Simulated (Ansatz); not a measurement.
SiSe (SMILES [Si][Se]): the energy, rung by rung

The species is SiSe (2 atoms), meant as a singlet with charge 0. As SMILES, `[Si][Se]`. Geometry: a GFN2-xTB relaxation, a rough one for these elements and not checked as a minimum.

```xyz
2

Si    0.0000    0.0000    0.0000
Se    0.0000    0.0000    2.1245
```

Each level gives the energy change with the Si1–Se2 bond stretched from 2.125 to 4.123 Å (eV). The values are calculated.

```tsv
level	kind	program	value (eV)	CPU time (all runs)
HF/STO-3G (restricted)	Hartree–Fock	Ansatz	8.37	0.49 s
SVWN5/STO-3G (restricted)	LDA	Ansatz	8.74	3.4 s
PBE/STO-3G (restricted)	GGA	Ansatz	8.39	5.9 s
PBE0/STO-3G (restricted)	global hybrid	Ansatz	9.70	3.1 s
CAM-B3LYP/STO-3G (restricted)	range-separated hybrid	Ansatz	9.45	2.7 s
wB97M-V/STO-3G (restricted)	range-separated hybrid	Ansatz	9.53	26 s
wB97X/STO-3G (restricted)	range-separated hybrid	Ansatz	9.53	10 s
B2PLYP/STO-3G (restricted)	double hybrid	Ansatz	9.48	4.2 s
RPA@PBE/STO-3G (restricted)	RPA	Ansatz	5.51	7.8 s
CCSD/STO-3G (restricted)	coupled cluster or CI	Ansatz	9.01	1.4 s
```

All-electron rows without a relativistic Hamiltonian named are non-relativistic. The first shape isn't each level's own minimum. The values span 5.51 to 9.70 eV. All rows use very small basis sets, so none should be taken for the real molecule's value. In the correlated wave-function rows the outer d shell of Se is correlated, in sets not made for it. In so small a basis fixed costs decide the times, and correlated methods can beat functionals. CPU times are rough (shared hosts, several kinds of processor and program).
